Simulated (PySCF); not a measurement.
Computed shifts of a molecule C4H7NSi, KT2/pcSseg-1 (PySCF), GIAO, gas phase, equivalent atoms averaged, in ppm (number of nuclei): ¹³C: 139.5 (1), 135.4 (1), 89.4 (1), 84.8 (1). ²⁹Si: -25.1 (1). ¹⁵N: 21.9 (1). ¹H: 6.66 (1), 6.38 (1), 5.27 (1), 5.10 (1), 4.27 (1), 1.45 (1), 0.82 (1). References: ¹³C against TMS (σ = 185.1 ppm); ²⁹Si against TMS (σ = 361.9 ppm); ¹⁵N against NH3 (σ = 266.2 ppm); ¹H against TMS (σ = 31.47 ppm), references at their B3LYP-D3(BJ)/def2-TZVP geometries, non-relativistic. Geometry: PBE-D3(BJ)/def2-SVP. The values are those of a single conformer.

Question: Identify the compound among the candidates.
(A) C[Si@@H]1C=CC=N1
(B) C/C([SiH3])=C/C#N
(C) C=C1C=NC[SiH2]1
(D) C#CC(=C)[SiH2]N

Answer: D, C#CC(=C)[SiH2]N
